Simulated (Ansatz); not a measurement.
Relaxation of BFH₃OSe (7 atoms, charge 1, multiplicity 1), to a largest force component of 0.015 eV/Å in at most 40 steps.

Method: RKS PBE/def2-SVP in Ansatz.

```xyz
7
Properties=species:S:1:pos:R:3
O -1.026 1.049 -0.156
Se -0.676 -0.914 0.552
B 1.182 -0.911 0.058
F 1.846 -1.985 0.318
H -0.869 1.138 -1.115
H -0.490 1.720 0.307
H 1.669 0.019 -0.449
```

Question: Where does it end, and by what steps?

Answer: It converged. After 6 steps the energy has fallen by 0.165 eV; Se2 moved furthest, 0.09 Å.

```
step  energy less start (eV)  largest force component (eV/Å)  accepted
   0                  0.0000                           1.361       yes
   1                 -0.1377                           0.607       yes
   2                 -0.1615                           0.195       yes
   3                 -0.1627                           0.136       yes
   4                 -0.1322                           0.729        no
   5                 -0.1641                           0.096       yes
   6                 -0.1654                           0.006       yes
```

```xyz
7
Properties=species:S:1:pos:R:3
O -0.994 1.000 -0.143
Se -0.727 -0.842 0.533
B 1.204 -0.909 0.054
F 1.837 -2.018 0.329
H -0.900 1.110 -1.121
H -0.487 1.706 0.326
H 1.704 0.068 -0.465
```

Whether the end is a true minimum wasn't checked by a vibrational analysis.

Run time: 18 s on 1 thread of Arm Neoverse V2 (shared host), peak memory 0.14 GiB.
